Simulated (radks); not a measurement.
Pb29+, configuration [Kr] 4d9.75 4f7 5f0.25 (fractional occupations, a model configuration).

Method: scalar-relativistic Kohn-Sham, r2SCAN, spin-polarised, spherical densities, finite nucleus; open shells are filled with parallel spins first (spin-orbit coupling, left out, can overturn this in heavy ions); meta-GGA in the generalised Kohn-Sham scheme; Fermi nuclear charge, rms radius 5.5012 fm; computed with a radial shooting solver on a logarithmic mesh with Libxc functionals.

Energy parts (hartree):
total: -20466.2436
kinetic: 23167.8212
electron-nucleus: -49164.0111
Hartree: 5879.0986
exchange-correlation: -349.1524

Orbitals (lengths in bohr, moments of r in powers of bohr):
orbital  occ.  eigenvalue (hartree)      <r>      <r^2>  <1/r>       <r^4>
1s up       1             -3276.538  0.01606  0.0003575  101.3   3.540e-07
1s down     1             -3276.539  0.01606  0.0003575  101.3   3.540e-07
2s up       1             -616.5643  0.06760   0.005421  23.81  0.00005106
2s down     1             -616.5450  0.06759   0.005420  23.81  0.00005104
2p up       3             -534.0083  0.06144   0.004619  20.91  0.00004240
2p down     3             -533.9908  0.06143   0.004618  20.91  0.00004238
3s up       1             -175.5012   0.1741    0.03468  8.848    0.001810
3s down     1             -175.0832   0.1738    0.03457  8.866    0.001798
3p up       3             -151.7041   0.1759    0.03590  8.004    0.002014
3p down     3             -151.2759   0.1756    0.03576  8.022    0.001999
3d up       5             -127.4077   0.1595    0.02975  7.501    0.001543
3d down     5             -127.0753   0.1591    0.02960  7.516    0.001527
4s up       1             -65.32439   0.3718     0.1555  3.949     0.03411
4s down     1             -64.70549   0.3728     0.1563  3.930     0.03450
4p up       3             -57.13507   0.3911     0.1731  3.598     0.04290
4p down     3             -56.54902   0.3923     0.1741  3.579     0.04345
4d up       5             -47.77599   0.3998     0.1830  3.304     0.05004
4d down  4.75             -47.18048   0.4015     0.1845  3.286     0.05087
4f up       7             -37.81005   0.3865     0.1717  3.025     0.04863
4f down     0             -37.12813   0.3888     0.1740  3.012     0.05011
5f up    0.25             -21.38806   0.8273     0.7770  1.567      0.8543
5f down     0             -21.02032   0.8354     0.7926  1.556      0.8904

The highest occupied level is 5f up at -582.00 eV. The configuration is held as typed, so some empty levels lie below it. The spin density at the nucleus is -53.2 e/bohr^3 (1s 0.0, 2s -14.3, 3s -162.5, 4s 123.5). Summed over all electrons, <r^2> = 5.161 bohr^2, which gives a Langevin (diamagnetic) susceptibility term of -4.09 x 10^-6 cm^3/mol.
